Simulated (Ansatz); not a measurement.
The cluster Cu₄S₄. Charge 0, multiplicity 1. Geometry PBE-D4/def2-SVP.

Cartesian coordinates in Å:
```
Cu 0.9824 -1.6822 -1.4453
Cu 0.6956 -1.2565 1.9389
Cu -0.7009 1.2535 -1.9387
Cu -0.9768 1.6849 1.4450
S 0.2319 -0.3676 -2.9163
S -1.4398 2.5327 -0.4316
S 1.4509 -2.5260 0.4317
S -0.2432 0.3612 2.9163
```

The restricted singlet is unstable towards broken spin symmetry at other levels; at PBE-D4/def2-TZVP, BLYP-D4/def2-TZVP, r2SCAN-D4/def2-TZVP, PBE0-D4/def2-TZVP this wasn't settled. No other spin state of charge 0 was run. The geometry of the singlet was relaxed on an unsound state (restricted singlet, unstable towards broken spin symmetry at other levels and untested here). Another isomer (singlet) lies 3.13 eV lower at PBE0-D4/def2-TZVP; other spin states weren't run for this one.

Task: Estimate the orbital energies around the gap (eV) in Ansatz with PBE-D4/def2-TZVP, BLYP-D4/def2-TZVP, r2SCAN-D4/def2-TZVP, PBE0-D4/def2-TZVP.

Result: 
```csv
orbital,PBE-D4/def2-TZVP,BLYP-D4/def2-TZVP,r2SCAN-D4/def2-TZVP,PBE0-D4/def2-TZVP
HOMO−5,-7.03,-6.83,-7.28,-8.15
HOMO−4,-6.83,-6.70,-7.01,-8.09
HOMO−3,-6.64,-6.46,-6.80,-7.54
HOMO−2,-6.63,-6.45,-6.79,-7.53
HOMO−1,-6.25,-6.06,-6.44,-7.12
HOMO,-6.25,-6.06,-6.44,-7.12
LUMO,-5.90,-5.71,-6.03,-5.88
LUMO+1,-5.58,-5.40,-5.74,-5.62
LUMO+2,-2.18,-2.09,-1.88,-1.18
LUMO+3,-1.09,-1.01,-0.75,-0.19
LUMO+4,-1.07,-1.00,-0.74,-0.17
LUMO+5,-0.29,-0.12,-0.07,0.60
```
